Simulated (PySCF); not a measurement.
Excitation energy of Br⁺ by level of theory

Br⁺ [Ar] 3d10 4s2 4p4 (3P) → Br⁺ [Ar] 3d10 4s2 4p3 4d1 (5D), as a difference of total energies. Computed with PySCF 2.14 in x2c-QZVPPall with one added diffuse shell each of s, p, d, f type (12s9p6d5f1g, 113 functions), with scalar relativity by spin-free X2C-1e. Correlated levels: valence: [Ar] 3d10 frozen; valence and next inner shell: [Ne] frozen. The calculations carry no spin-orbit coupling.

```
                                method  excitation energy (cm⁻¹)
                                   UHF                     95972
                                   LDA                    101760
                                   PBE                     99159
                                  PBE0                     99957
                                r2SCAN                    101520
                                B2PLYP                    101980
                             CAM-B3LYP                    103190
                               r2SCANh                    101530
                         MP2 (valence)                    100280
                     SCS-MP2 (valence)                    101960
    MP2 (valence and next inner shell)                    101480
SCS-MP2 (valence and next inner shell)                    102770
```

Errors of the correlated levels include the incompleteness of this basis and the frozen core.

Problem. Which method comes closest to the reference value, and which is furthest?

Solution. The reference is 102610 cm⁻¹ (measured; NIST levels, between the centres of gravity of the two terms). Closest: SCS-MP2 (valence and next inner shell) (error 159.62 cm⁻¹); furthest: UHF (error -6641.1 cm⁻¹).
